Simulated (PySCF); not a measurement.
A calculated (PBE0, PySCF 2.14, def2-QZVPPD, no relativity, point nucleus) atom or ion has these occupied shells.

```json
{"shell": "1s α", "electrons": "1", "orbital energy (eV)": "-5879.5", "rms radius, mean of both spins (bohr)": "0.0743"}
{"shell": "1s β", "electrons": "1", "orbital energy (eV)": "-5879.5", "rms radius, mean of both spins (bohr)": "0.0743"}
{"shell": "2s α", "electrons": "1", "orbital energy (eV)": "-677.41", "rms radius, mean of both spins (bohr)": "0.321"}
{"shell": "2s β", "electrons": "1", "orbital energy (eV)": "-675.68", "rms radius, mean of both spins (bohr)": "0.321"}
{"shell": "2p α", "electrons": "3", "orbital energy (eV)": "-575.45", "rms radius, mean of both spins (bohr)": "0.289"}
{"shell": "2p β", "electrons": "3", "orbital energy (eV)": "-573.98", "rms radius, mean of both spins (bohr)": "0.289"}
{"shell": "3s α", "electrons": "1", "orbital energy (eV)": "-83.372", "rms radius, mean of both spins (bohr)": "0.972"}
{"shell": "3s β", "electrons": "1", "orbital energy (eV)": "-78.539", "rms radius, mean of both spins (bohr)": "0.972"}
{"shell": "3p α", "electrons": "3", "orbital energy (eV)": "-54.389", "rms radius, mean of both spins (bohr)": "1.05"}
{"shell": "3p β", "electrons": "3", "orbital energy (eV)": "-49.154", "rms radius, mean of both spins (bohr)": "1.05"}
{"shell": "3d α", "electrons": "4", "orbital energy (eV)": "-9.465", "rms radius, mean of both spins (bohr)": "1.45"}
{"shell": "4s α", "electrons": "1", "orbital energy (eV)": "-5.786", "rms radius, mean of both spins (bohr)": "3.57"}
{"shell": "4s β", "electrons": "1", "orbital energy (eV)": "-4.969", "rms radius, mean of both spins (bohr)": "3.57"}
```

Q: Name the element and its charge.

A: Cr (chromium, neutral), in [Ar] 3d4 4s2, high-spin 5D determinant (an excited configuration).
